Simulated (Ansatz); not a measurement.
Cartesian coordinates in Å:
```
Si -1.9026 0.8416 -0.7885
O -0.5772 0.7477 0.2043
C 0.6166 0.1259 -0.1570
S 0.4281 -1.6093 -0.7312
In 2.0873 -0.2625 1.4017
H -2.6894 1.9899 -0.2807
H -1.4684 1.0808 -2.1920
H -2.7311 -0.3887 -0.7344
H 1.0689 0.6056 -1.0332
H -0.0206 -2.1240 0.4300
H 1.4353 -0.9871 2.8214
H 3.7531 -0.0201 1.0597
```

The species carries charge 0 and has multiplicity 1. In takes the def2 core potential.

Problem. List the PBE0/def2-TZVPP orbital energies in eV (the Gaussian-basis code of Ansatz). (Best estimate.)

Solution. The calculation gave: Occupied: -2422.89, -1803.02, -523.04, -280.50, -218.21, -162.05, -161.96, -161.85, -145.29, -128.23, -99.98, -99.93, -99.92, -84.73, -84.40, -84.39, -28.88, -21.97, -21.37, -21.16, -21.13, -21.08, -20.92, -17.88, -15.46, -13.16, -12.82, -12.48, -11.17, -10.65, -10.07, -9.48, -8.50, -8.31, -8.02, -6.72. Lowest empty: -1.50, -0.29, 0.35, 0.63, 0.94, 1.09, 1.52, 1.78.
